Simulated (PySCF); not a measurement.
## Exercise with solution: dipole moment from atomic charges

C4H4N, SMILES [c]1cc[nH]c1, multiplicity 2. Atoms are numbered in the order given.

```xyz
9

C      1.2432     0.0688     0.0000
C      0.5175    -1.0931     0.0000
N     -0.7994    -0.7006     0.0000
C     -0.8890     0.6617     0.0000
C      0.3916     1.1900     0.0000
H      0.8086    -2.1402     0.0000
H     -1.5907    -1.3293     0.0000
H     -1.8549     1.1636     0.0000
H      0.6536     2.2456     0.0000
```
Charge 0, spin multiplicity 2.

Geometry optimised at PBE0-D3(BJ)/def2-SVP. The isomer is the one that the SMILES or the coordinates give; other isomers of the formula were not compared.

Charges (e) from CAM-B3LYP/def2-TZVP (PySCF):

| atom | Mulliken | ESP fit |
|---|---|---|
| C1 | -0.075 | -0.019 |
| C2 | -0.095 | -0.244 |
| N3 | -0.208 | -0.140 |
| C4 | -0.082 | -0.201 |
| C5 | -0.196 | -0.256 |
| H6 | 0.149 | 0.189 |
| H7 | 0.227 | 0.303 |
| H8 | 0.147 | 0.177 |
| H9 | 0.134 | 0.191 |

The dipole moment of the full density is 2.62 D.

Q: What dipole moment does each set of point charges give, and which comes closer to that of the density?

A: 
μ = Σ q r, and 1 e Å = 4.8032 D.
Mulliken: Σ q r = (-0.406, -0.192, 0.000) e Å, |μ| = 2.16 D.
ESP fit: Σ q r = (-0.492, -0.247, 0.000) e Å, |μ| = 2.64 D.
ESP fit comes closer in size. Point charges leave out the atoms' own dipoles (lone pairs, polarised bonds); fits to the potential absorb them, partitions of the density don't.
